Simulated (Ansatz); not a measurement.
`C[SiH](O)[SiH3]` + `[AsH3]` → `C[SiH]([SiH3])[AsH2]` + H₂O  (ligand exchange at the Si–O bond)

Program: Ansatz. Geometries: PBE0-D4/def2-TZVP. ΔE: electronic, gas phase. CCSD(T)/CBS is the MP2 limit (def2-TZVPP, def2-QZVPP) plus CCSD(T) − MP2 in def2-TZVPP, frozen cores. This one scheme is used for every species. DFT in def2-TZVPP. For As outer-core shells are correlated without core-valence functions, which leaves a few kJ/mol of doubt a bond. Scalar relativity is left out up to krypton. Each species was taken in one conformer, which may not be the lowest.

Task: Is it downhill or uphill in electronic energy at CCSD(T)/CBS, and by how much? (Estimate.)

Result: The calculation gave: Uphill: ΔE = +0.45 eV.

Task: What do these levels give: r2SCAN-D4, ωB97M-V, SCS-MP2/def2-TZVPP, HF/def2-QZVPP, SCS-MP2/def2-QZVPP, MP2/CBS(def2)? (Estimate.)

Result: Ansatz gave: r2SCAN-D4 0.50, ωB97M-V 0.54, SCS-MP2/def2-TZVPP 0.54, HF/def2-QZVPP 0.79, SCS-MP2/def2-QZVPP 0.53, MP2/CBS(def2) 0.41 eV.

Largest T1 diagnostic among the species: 0.012.

The D4 term adds −0.10 eV with B3LYP and −0.06 eV with PBE0; it sums over pairs of atoms, weighted by their polarisabilities, and B3LYP, whose exchange is more repulsive, gets the larger term. In def2-TZVPP, CCSD(T) changes the Hartree–Fock value by −0.27 eV (the triples alone add −0.04 eV) and MP2 by −0.31 eV.

B3LYP here is the variant with VWN-RPA as its local correlation; programs differ in this.
